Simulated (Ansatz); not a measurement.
**What each rung costs, and what it gives**

Saddle point of Al2NH7O4F, doublet (Al₂NH₅O₃F ([NH3][Al]1([F])[O][Al]([OH])[OH]1) + H₂O → Al₂NH₅O₃F ([NH2][Al]1([F])[OH][Al]([OH])[OH]1) + H₂O; bonds formed: O2–H9, H7–O10; bonds broken: H7–N8, H9–O10), PBE0-D4/def2-TZVP structure:

Al1  (-1.025, -0.717, -0.224)
O2  (0.419, -0.335, -1.157)
Al3  (-0.086, 1.280, -1.778)
O4  (-1.670, 0.875, -0.744)
O5  (0.704, 2.568, -0.963)
F6  (-2.019, -2.010, -0.498)
H7  (0.916, -0.905, 1.222)
N8  (-0.345, -0.790, 1.536)
H9  (1.347, -0.560, -0.404)
O10  (1.953, -0.814, 0.602)
H11  (-2.560, 1.202, -0.868)
H12  (1.040, 3.320, -1.447)
H13  (-0.688, -1.543, 2.119)
H14  (-0.424, 0.068, 2.071)
H15  (2.438, -1.639, 0.532)
(Å)

Barriers are electronic and count from the start structure reached by relaxing down the imaginary mode. Spin–orbit coupling is left out.

Program: Ansatz 0.2.0. Basis: as named in each row. Cores are frozen in the correlated methods; orbitals are unrestricted. B3LYP uses VWN-RPA correlation. Extrapolation: Hartree–Fock as exp(−7.88 √X), correlation as X^−2.97.

Times are rough, for one single point on 4 threads of a shared host (AMD EPYC 7R13), with one NVIDIA H100 (or a share of it) where marked.

The estimate by CCSD(T) at an estimated basis limit (MP2 extrapolated from triple and quadruple zeta, plus CCSD(T) − MP2 in triple zeta) is 0.617 eV.

| method | basis | time (s) | barrier (eV) | method less estimate |
| --- | --- | --- | --- | --- |
| HF | STO-3G | under 1 | -0.787 | -1.404 |
| PBE-D4 | STO-3G | 1 | -1.637 | -2.254 |
| SPW92 | def2-SVP | 2 | 0.043 | -0.574 |
| BLYP-D4 | def2-TZVPP | 3 (H100) | 0.474 | -0.143 |
| PBE0-D4 | def2-TZVPP | 3 (H100) | 0.466 | -0.151 |
| PBE-D4 | def2-SVP | 3 | 0.270 | -0.347 |
| B3LYP-D4 | 6-31G | 3 | 0.233 | -0.384 |
| CAM-B3LYP-D4 | def2-TZVPP | 3 (H100) | 0.527 | -0.090 |
| r2SCAN-D4 | def2-TZVPP | 3 (H100) | 0.422 | -0.195 |
| PBE-QIDH | def2-TZVPP | 3 (H100) | 0.540 | -0.077 |
| PBE-D4 | def2-TZVPP | 4 (H100) | 0.374 | -0.243 |
| B2PLYP | def2-TZVPP | 4 (H100) | 0.550 | -0.067 |
| SPW92 | def2-TZVPP | 4 (H100) | 0.162 | -0.456 |
| B97M-V | def2-TZVPP | 4 (H100) | 0.654 | 0.037 |
| wB97X-V | def2-TZVPP | 4 (H100) | 0.580 | -0.037 |
| B3LYP-D4 | def2-TZVPP | 4 (H100) | 0.532 | -0.085 |
| BHLYP-D4 | def2-TZVPP | 4 (H100) | 0.661 | 0.044 |
| wB97M-V | def2-TZVPP | 4 (H100) | 0.619 | 0.002 |
| PBE0-D4 | def2-SVP | 4 | 0.390 | -0.227 |
| r2SCAN0-D4 | def2-TZVPP | 6 (H100) | 0.493 | -0.124 |
| MP2 | def2-QZVPP | 6 (H100) | 0.555 | -0.062 |
| CCSD(T) | def2-SVP | 6 (H100) | 0.599 | -0.018 |
| RPA on PBE | def2-TZVPP | 7 (H100) | 0.576 | -0.041 |
| wB97M-V | def2-SVP | 14 | 0.499 | -0.118 |
| CCSD(T) | def2-TZVPP | 52 (H100) | 0.607 | -0.010 |

All methods are single points on the PBE0-D4 structures; a negative value means that the method puts the saddle structure below the start.

T1 diagnostic: at most 0.014. ⟨S²⟩ of the unrestricted Hartree–Fock references: 0.75 (a pure state has 0.75).

Labels in which every atom is bracketed show which atoms are joined, not bond orders.
